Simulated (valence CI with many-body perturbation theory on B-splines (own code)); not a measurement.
# Questions on Rh³⁸⁺

Computed by configuration interaction combined with many-body perturbation theory (CI+MBPT): five valence electrons over a frozen Dirac-Fock core [He], a basis of 11 s, 11 p, 10 d, 8 f, 5 g, 2 h functions for each j, with the one-electron correlation potential Σ1, the two-electron term Σ2, the three-electron term Σ3, Breit, model QED; selected CI, second order for the rest, scaled by the run's own slope (own B-spline code, finite nucleus).

The last digits are not significant, and no measured levels were compared; by estimate large intervals hold to a few tenths of a per cent, small ones and those within an open d or f shell to about a per cent. Among the levels kept, up to 11000 cm⁻¹ of a level comes from second order outside the variational space, and about a tenth of that is noise between levels of different J, which matters for small intervals.

Levels are named by their leading jj configuration (3d3/2^4 stands for four electrons in 3d with j = 3/2), which in mixed levels can hold well under half, so a name can repeat and another be missing.

Rates and lifetimes use the calculated energies. Strong lines usually hold to 10 to 20 %, long lifetimes can be off by a factor of two.

Problem. What is the ground level?

Solution. (2s^2 2p1/2^2 2p3/2) J=3/2, composition 43 % 2s2 2p3 2P° + 32 % 2s2 2p3 4S° + 24 % 2s2 2p3 2D°, g = 1.410.

Problem. What is the ionisation energy?

Solution. 5597.8 eV; NIST lists 5600 ± 40 eV (semi-empirical).

Problem. Among levels below 31002 × 10³ cm⁻¹, which E1 lines absorb most strongly from the ground level?

Solution. to (2s^2 2p1/2^2 3d5/2) J=5/2 at 0.3801 nm, f = 0.419; to (2s^2 2p1/2 2p3/2 3d5/2) J=5/2 at 0.3646 nm, f = 0.370; to (2s^2 2p1/2 2p3/2 3d3/2) J=3/2 at 0.3636 nm, f = 0.331.

Problem. How well does LS coupling describe the low levels?

Solution. Among the lowest 20 levels the leading LS term, summed over configurations, holds 65 % on average. For single configurations the figures are 65 % in LS and 97 % in jj coupling. Terms mix most in the J = 3/2 level at 25723 × 10³ cm⁻¹, where the leading one holds 28 %.

Problem. Name the longest-lived excited levels whose lifetime is computed, and their main decay.

Solution. (2s^2 2p1/2 2p3/2^2) J=5/2 at 1242.9 × 10³ cm⁻¹ lives 202 ns, mostly by M1 to (2s^2 2p1/2^2 2p3/2) J=3/2; (2s^2 2p1/2 2p3/2^2) J=1/2 at 1431.7 × 10³ cm⁻¹ lives 44.0 ns, mostly by M1 to (2s^2 2p1/2^2 2p3/2) J=3/2; (2s^2 2p1/2 2p3/2^2) J=3/2 at 1105.4 × 10³ cm⁻¹ lives 36.0 ns, mostly by M1 to (2s^2 2p1/2^2 2p3/2) J=3/2.
